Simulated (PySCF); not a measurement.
**LaP: from constants to spectrum**

r²SCAN constants of LaP, triplet, about 0.1 electrons in the 4f shell (Mulliken) (PySCF, scalar-relativistic core potentials, basis sets La def2-TZVPP with ECP46, P def2-TZVPP; masses 138.9063 and 30.9738 u):

* ωe: 409.6 cm⁻¹
* ωexe: 0.905 cm⁻¹
* Be: 0.11257 cm⁻¹
* αe: 0.000339 cm⁻¹
* D (centrifugal): 3.4e-08 cm⁻¹

Task: Give the vibrational terms G(v) and spacings up to v = 6.

Result: G(v) = ωe(v+½) − ωexe(v+½)².

```
v  G(v) (cm⁻¹)  G(v) − G(v−1)  Bv (cm⁻¹)
0        204.6                    0.1124
1        612.4          407.8     0.1121
2       1018.3          406.0     0.1117
3       1422.5          404.2     0.1114
4       1824.9          402.4     0.1110
5       2225.4          400.6     0.1107
6       2624.2          398.7     0.1104
```

These are scalar-relativistic numbers at best; spin–orbit coupling would shift them, the dissociation energy most. The state is the lowest single determinant that the PBE0 search found; with open d or f shells the true ground state can be another one.
